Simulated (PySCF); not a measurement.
**Cost of excited-state runs on `C(=C/OC)/C(=O)Cl`, C4H5ClO2**

Geometry (Å), atoms numbered from 1 in this order:
```xyz
12

C    -2.0450    0.4031    0.6971
O    -0.6671    0.5104    0.4044
C     0.0231   -0.6164    0.3229
C     1.3329   -0.7166    0.0262
C     2.2791    0.3275   -0.2805
O     3.4373    0.1826   -0.5280
Cl    1.6034    1.9668   -0.2775
H    -2.4048    1.4197    0.8413
H    -2.5855   -0.0593   -0.1339
H    -2.2139   -0.1783    1.6076
H    -0.5264   -1.5352    0.5228
H     1.7681   -1.7050    0.0073
```

PySCF with density fitting, on 1 thread of an Arm Neoverse V1, shared host. Command: `OMP_NUM_THREADS=1 python excited_run.py task.json out`

(1) How long does this run take, and how much memory?
- magnetisability and related constants, CAM-B3LYP/pcSseg-1; isotopologues; writes grids

Results:

(1) 
```csv
run,level,basis functions,wall time,peak memory (GiB)
magnetisability and related constants,CAM-B3LYP/pcSseg-1,151,38 s,0.75
```
Times from a shared host are rough.
